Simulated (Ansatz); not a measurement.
Pulling on the Ge3–C2 bond in C2H6GeO3 (SMILES C=[CH][Ge]([OH])([OH])[OH]) (multiplicity 1 held, fragments rigid). Energies count from the point at 1.925 Å.
Geometry at that point (charge 0, multiplicity 1):
```xyz
12

C      2.5334    -0.1396     0.5878
C      1.6582     0.0269    -0.3977
Ge    -0.2409     0.0081    -0.0824
O     -0.4506    -0.1310     1.6809
O     -1.1112     1.4403    -0.7016
O     -1.0809    -1.3179    -0.9122
H      2.2152    -0.3005     1.6108
H      3.6029    -0.1231     0.4064
H      1.9988     0.1849    -1.4153
H     -1.3000    -0.5167     1.9188
H     -0.9626     2.2309    -0.1727
H     -1.8533    -0.9900    -1.3866
```

Signs of static correlation in cc-pVDZ, from Ansatz (a program for electronic structure) runs.

| R (Å) | T1 of restricted CCSD | ⟨S²⟩ of UHF | largest double amplitude of restricted CCSD |
|---|---|---|---|
| 1.540 | 0.013 | 0.000 | 0.112 |
| 1.733 | 0.013 | 0.000 | 0.113 |
| 1.925 | 0.013 | 0.000 | 0.108 |
| 2.118 | 0.013 | 0.000 | 0.098 |
| 2.310 | 0.013 | 0.000 | 0.094 |
| 2.599 | 0.014 | ? | 0.109 |
| 2.888 | 0.015 | 0.844 | 0.181 |
| 3.369 | 0.017 | 1.139 | 0.309 |
| 3.850 | 0.019 | 1.220 | ? |
| 4.428 | 0.020 | 1.245 | 0.574 |
| 5.198 | 0.021 | 1.250 | 0.678 |

Task: Complete the blanks.

Result: 
- 2.599, ⟨S²⟩ of UHF: 0.357
- 3.850, largest double amplitude of restricted CCSD: 0.441

Doubts at one or more of the structures used: a restricted determinant that unrestricted orbitals would lower (R-CCSD(T)/cc-pVDZ); other coupled-cluster roots lie near (R-CCSD(T)/cc-pVDZ); a spin-contaminated determinant (U-CCSD(T)/cc-pVDZ); the program's own flag: large difference (U-CCSD(T)/cc-pVDZ).
